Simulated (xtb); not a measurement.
germanium monotelluride (GeTe), SMILES [Te]=[Ge] (connectivity only; charge and spin as stated), neutral, multiplicity 1. All values are semi-empirical tight-binding results from xtb (GFN2-xTB unless named), good for trends rather than for accurate numbers. Coordinates come from a GFN2-xTB optimisation.

Optimised geometry:

Bonds (Å): Ge1–Te2 2.355.

For metal compounds this method's bond lengths and energies can be far off.

| Property | Value |
|---|---|
| point group as xtb finds it | C∞v |
| orbital gap | 2.54 eV |

Computed atomic charges and the Wiberg bond orders between heavy atoms:
charges (e) Ge1 0.10, Te2 -0.10. Bond orders Ge1–Te2 2.54.
